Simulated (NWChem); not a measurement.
System meant: InI₂F; SMILES [F][In]([I])[I]

The following NWChem deck was run.

```
start job
memory heap 200 mb stack 900 mb global 1100 mb
geometry units angstroms noautoz
  In     0.000000     0.000000     0.662159
  F      0.000000     0.000000     2.612724
  I     -2.355164     0.000000    -0.536004
  I      2.355164     0.000000    -0.536004
end
basis spherical
  * library def2-svp
end
dft
  xc xpbe96 cpbe96
  iterations 150
  mulliken
end
task dft energy
```

End of the output:

```
             Grid Information
             ----------------
          Grid used for XC integration:  medium
          Radial quadrature: Mura-Knowles
          Angular quadrature: Lebedev.
          Tag              B.-S. Rad. Rad. Pts. Rad. Cut. Ang. Pts.
          ---              ---------- --------- --------- ---------
          In                  1.55      123          10.0       590
          F                   0.50       49          11.0       434
          I                   1.40      123          12.0       590
          Grid pruning is: on
          Number of quadrature shells:   295
          Spatial weights used:  Erf1

          Convergence Information
          -----------------------
          Convergence aids based upon iterative change in
          total energy or number of iterations.
          Levelshifting, if invoked, occurs when the
          HOMO/LUMO gap drops below (HL_TOL):  1.00D-02
          DIIS, if invoked, will attempt to extrapolate
          using up to (NFOCK): 10 stored Fock matrices.

                    Damping( 0%)  Levelshifting(0.5)       DIIS
                  --------------- ------------------- ---------------
          dE  on:    start            ASAP                start
          dE off:    2 iters        150 iters           150 iters

      Screening Tolerance Information
      -------------------------------
          Density screening/tol_rho:  1.00D-10
          AO Gaussian exp screening on grid/accAOfunc:  14
          CD Gaussian exp screening on grid/accCDfunc:  20
          XC Gaussian exp screening on grid/accXCfunc:  20
          Schwarz screening/accCoul:  1.00D-08

      Superposition of Atomic Density Guess
      -------------------------------------

      charge =      49.0 In (Indium)

      symmetry species            s     p     d     f
      number of basis functions =10     7     6
      number of cont. functions = 4     4     2
      number of closed shells   = 5     3     2
      number of open shells     = 0     1     0
      open shell occupation     = 0     1     0
 ------------------------------------------------------------------------
 atomscf:atomd: error in atom scf                   0
 ------------------------------------------------------------------------
 ------------------------------------------------------------------------
  current input line :
    17: task dft energy
 ------------------------------------------------------------------------
 ------------------------------------------------------------------------
 This error has not yet been assigned to a category
 ------------------------------------------------------------------------
 For more information see the NWChem manual at https://nwchemgit.github.io

0:atomscf:atomd: error in atom scf:Received an Error in Communication
```

Question: Find the fault in this run and fix the input.

Answer: The run crashed. Cause: the def2 basis of a heavy element holds valence functions alone and wants its effective core potential (without it all electrons must fit into that basis). This input runs:
```
start job
memory heap 200 mb stack 900 mb global 1100 mb
geometry units angstroms noautoz
  In     0.000000     0.000000     0.662159
  F      0.000000     0.000000     2.612724
  I     -2.355164     0.000000    -0.536004
  I      2.355164     0.000000    -0.536004
end
basis spherical
  In library def2-svp
  F library def2-svp
  I library def2-svp
end
ecp
  In library def2-ecp
  I library def2-ecp
end
dft
  xc xpbe96 cpbe96
  iterations 150
  mulliken
end
task dft energy
```
It converges to -885.31199 Ha (PBE/def2-SVP with def2 effective core potentials on In, I).
